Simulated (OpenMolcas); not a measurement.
A calculation on W²⁺.

| Property | Result |
| --- | --- |
| Program | OpenMolcas 26.06 |
| Method | SS-CASPT2, IPEA 0.25 Eh, imaginary shift 0.1 Eh (closed shells correlated: 5s 5p) |
| Basis | ANO-RCC-VTZP [8s7p5d3f2g1h] |
| Scalar Hamiltonian | DKH2, point nucleus |
| Active space | 4 electrons in 5 orbitals (5d) |
| State averaging | 2S+1 = 5 even, 5 roots; 2S+1 = 3 even, 45 roots kept (CI in the orbitals of an earlier block); 2S+1 = 1 even, 50 roots kept (CI in the orbitals of an earlier block) |
| Spin-orbit coupling | RASSI with atomic mean-field integrals over the reference wave functions, term energies averaged over their components |

**Question.** Which level of the active space comes out lowest?

**Answer.** 5d4 5D0, with 71 % of that term; it is also the measured ground level.

**Question.** How high does 5d4 3P2(1) [75 %] lie?

**Answer.** 20810 cm-1 above the lowest level.

**Question.** How high does 5d4 5D3 lie?

**Answer.** 6370 cm-1 above the lowest level; measured 6278 cm-1 above the ground level, so the calculation is off by +2 %.

**Question.** How high does 5d4 3F2(1) [74 %] lie?

**Answer.** 17710 cm-1 above the lowest level.

**Question.** The level at 17830 cm-1 has J = 3. What is it made of, and what is its g factor?

**Answer.** 54 % 5d4 3G3, 37 % 5d4 3F(1), 4 % 5d4 5D; g = 0.918, against 0.749 from Landé's formula for the pure leading term.

Measured values: NIST levels as listed in McCann et al., Mon. Not. R. Astron. Soc. 538, 537 (2025).

Term energies are means over components that CASPT2 splits; among the terms shown or strongly mixed into the levels shown the widest spread is 200 cm-1 (5d4 3D). Over all roots computed the reference weight is 0.90 to 0.95; the roots of lowest weight are the least certain, and an intruder state may touch them. Configurations with an s electron lie low in 5d ions of this charge, fall among these levels and mix in, so low-spin terms can stand far too high, up to twice their true height, and weights are not those of the real levels. Terms from blocks run as CI alone lack orbitals of their own. Measured partners are found by configuration, term and J. A level has none where our copy of the source lacks it or the pairing is in doubt (some pairs that miss far off the trend of their configuration count as doubtful), and it then counts in no deviation. Only configurations of the active space appear.

A share in square brackets marks a mixed level and gives the weight of the term that names it. A number in round brackets counts repeated terms of one configuration in the order of the reference energies.
